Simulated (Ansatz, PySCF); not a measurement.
Gas-phase reaction in SMILES: CCCCC=O + 4 C (CH4) → C=O (CH2O) [formaldehyde] + 4 CC (C2H6) [ethane]
Geometries: B3LYP-D3(BJ)/def2-TZVP minima from Ansatz (a first-principles code), one conformer each, not searched for the lowest.

Quantity: bond separation energy (enthalpy at 298 K, with B3LYP-D3(BJ) rigid-rotor harmonic-oscillator terms from PySCF), in kcal/mol. Valence correlation only, unless marked. No spin-orbit coupling. No relativistic terms. CBS(X,Y): correlation extrapolated as X^-3; Hartree-Fock from the larger set. [CCSD(T)-MP2]/basis is that difference in the basis named.

From measured enthalpies of formation at 298 K: 19.7 kcal/mol (CCCCC=O -54.6, CRC Handbook; C (CH4) -17.8, ATcT 1.112; C=O (CH2O) -26.1, ATcT 1.112; CC (C2H6) -20.0, ATcT 1.112). It holds spin-orbit effects, and any other conformers, which the calculations lack, and core correlation, which the frozen-core levels lack. This is an older compilation, not checked against later work.

```json
[
 {"level": "HF/aug-cc-pVTZ", "program": "Ansatz", "bond separation energy (kcal/mol)": "14.7", "error against measurement": "-5.0"},
 {"level": "HF/cc-pVTZ", "program": "Ansatz", "bond separation energy (kcal/mol)": "15.0", "error against measurement": "-4.7"},
 {"level": "HF/cc-pwCVTZ", "program": "Ansatz", "bond separation energy (kcal/mol)": "15.0", "error against measurement": "-4.7"},
 {"level": "RI-HF/cc-pVQZ", "program": "Ansatz", "bond separation energy (kcal/mol)": "14.7", "error against measurement": "-5.0"},
 {"level": "revPBE-D4/def2-TZVPD", "program": "Ansatz + dftd4", "bond separation energy (kcal/mol)": "19.0", "error against measurement": "-0.7"},
 {"level": "HSE06-D3(BJ)/def2-TZVPD", "program": "Ansatz + dftd3", "bond separation energy (kcal/mol)": "18.6", "error against measurement": "-1.1"},
 {"level": "CAM-B3LYP-D3(BJ)/def2-TZVPD", "program": "Ansatz + dftd3", "bond separation energy (kcal/mol)": "18.7", "error against measurement": "-1.0"},
 {"level": "LC-wPBE-D4/def2-TZVPD", "program": "Ansatz + dftd4", "bond separation energy (kcal/mol)": "19.0", "error against measurement": "-0.7"},
 {"level": "MP2/6-31G", "program": "Ansatz", "bond separation energy (kcal/mol)": "19.3", "error against measurement": "-0.4"},
 {"level": "RI-MP2/CBS(cc-pVTZ,cc-pVQZ)+[CCSD(T)-MP2]/cc-pVTZ", "program": "Ansatz", "bond separation energy (kcal/mol)": "19.0", "error against measurement": "-0.7"}
]
```
